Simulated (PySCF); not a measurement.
Species: C7H5F2N.
Bonds: C1–C2 (triple), C2–C3, C3–N4, N4–C5 (aromatic), C5–C6 (aromatic), C6–F7, C6–C8 (aromatic), C8–C9 (aromatic), C9–F10, N4–C9 (aromatic). Hydrogens: H11 on C1; H12, H13 on C3; H14 on C5; H15 on C8.

Torsions of this conformer, `[CH:1]#[C:2][CH2:3][n:4]1[cH:5][c:6]([F:7])[cH:8][c:9]1[F:10]`: C2–C3–N4–C5 76°.

The closed-shell ground state was solved at several levels (PySCF, density fitting, gas phase, non-relativistic). One conformer (not necessarily the lowest) at the GFN2-xTB geometry, without solvent, vibrations or thermal averaging.

```csv
level,basis functions,HOMO (eV),LUMO (eV),gap (eV),dipole (D)
PBE0/pcSseg-1,195,-6.33,0.30,6.63,2.66
B3LYP/def2-SVPD,246,-6.17,-0.08,6.09,2.62
```

Problem. Estimate the row for PBE0/def2-SVPD, a basis of 246 functions; the other rows only guide the guess.

Solution. HOMO -6.37 eV, LUMO 0.17 eV, gap 6.54 eV, dipole 2.62 D.

Problem. Over all these levels, which gives the widest orbital gap and which the narrowest?

Solution. PBE0/pcSseg-1 (global hybrid, 25 % exact exchange) has the widest, 6.63 eV, and B3LYP/def2-SVPD (global hybrid, 20 % exact exchange) the narrowest, 6.09 eV. Functional and basis both differ between the two, so the spread mixes both effects.

Problem. How far do the dipole and the HOMO energy spread over the levels?

Solution. The dipole runs from 2.62 to 2.66 D (mean 2.63 D) and the HOMO from -6.37 to -6.17 eV.
